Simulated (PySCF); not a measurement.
Species: C6H14FGaS.
Cartesian coordinates in Å at the PBE0-D3(BJ)/def2-SVP level; atoms count from 1:
```xyz
23
C6H14FGaS angstrom
C      3.2602   -1.4985    0.0375
C      2.6389   -0.4625    0.6001
C      2.2531    0.7931   -0.1168
C      0.7795    1.1858    0.0127
C     -0.1760    0.1519   -0.5446
F     -0.2255   -0.9353    0.2747
S     -1.8648    0.8107   -0.7954
C     -2.3941    1.0427    0.9156
Ga    -3.1199   -1.2793   -1.4818
H      3.5287   -2.3861    0.6155
H      3.5218   -1.4993   -1.0258
H      2.3864   -0.5076    1.6671
H      2.5197    0.7080   -1.1839
H      2.8497    1.6332    0.2819
H      0.5215    1.3584    1.0713
H      0.6078    2.1350   -0.5180
H      0.1192   -0.1796   -1.5552
H     -2.1428    0.1448    1.4951
H     -3.4851    1.1619    0.8889
H     -1.9370    1.9424    1.3482
H     -2.0270   -1.7664   -2.5154
H     -3.2130   -1.9765   -0.0689
H     -4.4071   -0.5485   -2.0337
```

Computed, not measured: PySCF, PBE0-D3(BJ)/def2-SVP geometry optimisation, gas phase.

Task: Which atoms are bound to Ga9, and at what distances?

Result: 4 atoms: H22 1.578 Å, H23 1.580 Å, H21 1.581 Å, S7 2.533 Å. The nearest atom not counted as bound is F6, at 3.40 Å (others tie with it).

Task: List the angles at Ga9.

Result: 
```json
{"angle": "H21–Ga9–H22", "degrees": "119.3", "distance of the outer atoms (Å)": "2.73"}
{"angle": "H21–Ga9–H23", "degrees": "118.5", "distance of the outer atoms (Å)": "2.72"}
{"angle": "H22–Ga9–H23", "degrees": "118.0", "distance of the outer atoms (Å)": "2.71"}
{"angle": "S7–Ga9–H22", "degrees": "98.7", "distance of the outer atoms (Å)": "3.18"}
{"angle": "S7–Ga9–H23", "degrees": "96.7", "distance of the outer atoms (Å)": "3.14"}
{"angle": "S7–Ga9–H21", "degrees": "95.1", "distance of the outer atoms (Å)": "3.10"}
```

Task: Describe the arrangement about Ga9 in numbers.

Result: Angles from 95.1° to 119.3°; τ4 = (360° − α − β)/141° = 0.87 with α and β the two widest (0 for a square, 1 for a tetrahedron).

Task: What are the other bond lengths?

Result: C1=C2 1.333 Å; C2–C3 1.496 Å; C3–C4 1.531 Å; C4–C5 1.514 Å; C5–F6 1.362 Å; C5–S7 1.830 Å; S7–C8 1.806 Å. (A selection.)

Task: Give some angles away from the centre.

Result: C1–C2–C3 124.8°, C2–C3–C4 115.0°, C3–C4–C5 113.7°, C4–C5–F6 110.3°, C4–C5–S7 112.8°, F6–C5–S7 109.6°, C5–S7–C8 100.8°, C5–S7–Ga9 101.4°, C8–S7–Ga9 102.6°.

Task: What are the rotational constants (commonest isotopes, rigid rotor)?

Result: A = 1681, B = 429.3, C = 375.2 MHz: a near-prolate asymmetric top.

Point group: C1 (no symmetry element, even within 0.4 Å). Charge 0, singlet. No frequency check.

One conformer stands for the species.
